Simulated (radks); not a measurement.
These are the eigenvalues of the occupied orbitals of an atom or ion with whole-number occupations (hartree). All-electron calculation, Dirac Kohn-Sham, BLYP, spin-unpolarised, spherical densities, point nucleus. Program: a radial shooting solver on a logarithmic mesh with Libxc functionals.

orbital  eigenvalue
1s1/2     -1870.340
2s1/2     -334.4622
2p1/2     -319.1756
2p3/2     -293.5820
3s1/2     -97.10114
3p1/2     -90.53841
3p3/2     -85.18765
3d3/2     -73.98146
3d5/2     -72.80629
4s1/2     -40.04853
4p1/2     -37.37171
4p3/2     -35.86034
4d3/2     -31.44421
5s1/2     -21.41726

Which element is it, and in what charge state? The configuration may be excited. Open shells, if any, fill j = l - 1/2 first.

Answer. Z = 64, gadolinium, charge +25: Gd25+ in [Kr] 4d1 5s2. The list shows which subshells hold electrons but not how many an open one holds; the 1s level, -1870.3 hartree, gives Z - s = 61.2 by -(Z - s)^2/2, which with screening and relativity narrows Z to a few neighbours, and the depths of the outer levels then fix element, charge and occupations together.
